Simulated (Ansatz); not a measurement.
BeBrH (SMILES [BeH][Br]) moved off its minimum; all values from Ansatz (a program for electronic structure), cores frozen in correlated methods.
(charge 0, multiplicity 1)
```xyz
3

Be    -0.1143     0.0500    -1.7252
H     -0.0246    -0.0388    -3.0247
Br     0.0461     0.0193     0.3063
```

```
level                largest force (eV/Å)  on atom  rms difference from CCSD(T)/aug-cc-pVTZ (eV/Å)  dipole (D)
-------------------  --------------------  -------  ----------------------------------------------  ----------
HF/def2-TZVPP                        1.26      Be1                                           0.072        1.10
PBE/def2-TZVPP                       1.49      Be1                                           0.073        0.60
r2SCAN/def2-TZVPP                    1.46      Be1                                           0.029        0.75
B3LYP/def2-TZVPP                     1.33      Be1                                           0.032        0.75
wB97M-V/def2-TZVPP                   1.34      Be1                                           0.043        0.84
MP2/aug-cc-pVTZ                      1.38      Be1                                           0.023        0.85
CCSD(T)/aug-cc-pVTZ                  1.40      Be1                                           0.000        0.82
```

The differences count from one level among others, with limits of its own. Forces at CCSD(T)/aug-cc-pVTZ (eV/Å):

| atom | Fx | Fy | Fz |
|---|---|---|---|
| Be1 | 0.290 | -0.124 | 1.362 |
| H2 | -0.119 | 0.057 | -0.332 |
| Br3 | -0.172 | 0.067 | -1.030 |
